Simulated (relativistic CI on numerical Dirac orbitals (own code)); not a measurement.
**Slater and spin-orbit integrals, Tl LXIV**

These numbers are calculated, not measured: Dirac-Coulomb-Breit CI, separate exchange-only KLI orbitals for each configuration, model QED (radiative potential, 1s self-energy scaled to tabulated hydrogen-like ionisation energies), unscaled Slater integrals (own radial code, finite nucleus).

Slater integrals F^k, G^k are unscaled and averaged over j, outside the closed core [Ne]; ζ comes from projecting the Hamiltonian with its Breit term on Σ l·s of the shell.

- 3s2 3p5 3d: ζ(3p) = 2.8795e+06, F^2(3p,3d) = 597510, G^1(3p,3d) = 622680, G^3(3p,3d) = 419430, ζ(3d) = 384080 cm⁻¹; <r>(3p) = 0.1645, <r^2>(3p) = 0.03144, <r>(3d) = 0.1468, <r^2>(3d) = 0.0249 (bohr units).
- 3s 3p6 3d: G^2(3s,3d) = 485750, ζ(3d) = 385520 cm⁻¹; <r>(3s) = 0.1662, <r^2>(3s) = 0.03166, <r>(3d) = 0.1469, <r^2>(3d) = 0.02492 (bohr units).
- 3s2 3p5 4s: ζ(3p) = 2.9025e+06, G^1(3p,4s) = 81681 cm⁻¹; <r>(3p) = 0.1639, <r^2>(3p) = 0.03121, <r>(4s) = 0.3134, <r^2>(4s) = 0.1108 (bohr units).

Averages of the first 10 configurations, taken without configuration mixing, which lowers the lowest level and can move excited configurations by several eV; other configurations of the list can lie among them:

```tsv
Configuration	Parity	States	Average energy above the lowest level (eV)
3s2 3p6	even	1	0.5
3s2 3p5 3d	odd	60	538.1
3s 3p6 3d	even	20	1147.2
3s2 3p5 4s	odd	12	3166.5
3s2 3p5 4p	even	36	3401.4
3s2 3p5 4d	odd	60	3623.9
3s 3p6 4s	even	4	3778.8
3s2 3p5 4f	even	84	3760.3
3p6 3d2	even	45	2307.4
3p5 3d3	odd	720	2842.2
```
